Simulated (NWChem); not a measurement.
Species: CH6O2Si; SMILES O[SiH](O)C

```xyz
10

Si     0.3339     0.0672     0.0000
C     -0.1941    -1.7065     0.0000
O     -0.2825     0.7531    -1.3867
O     -0.2825     0.7531     1.3867
H      1.8219     0.2533     0.0000
H     -1.2934    -1.7679     0.0000
H      0.1786    -2.2283     0.8940
H      0.1786    -2.2283    -0.8940
H      0.0624     1.6096    -1.6512
H      0.0624     1.6096     1.6512
```
Atoms are numbered in this order, from 1.

Geometry: optimised at PBE0/def2-SVP.

Symmetry labels are those of Cs in the frame above (b1 and b2, or b-type labels, depend on it).

Q: List the 4 lowest vertical singlet excitations from Hartree-Fock/6-31G* (spherical d), CIS (NWChem).

A: 
```tsv
state	energy (eV)	oscillator strength	symmetry	leading excitation (squared amplitude)
S1	9.85	0.012	a"	HOMO−1 → LUMO (0.57)
S2	9.95	0.062	a'	HOMO → LUMO (0.40)
S3	10.55	0.011	a'	HOMO → LUMO (0.31)
S4	10.79	0.041	a"	HOMO → LUMO+1 (0.58)
```
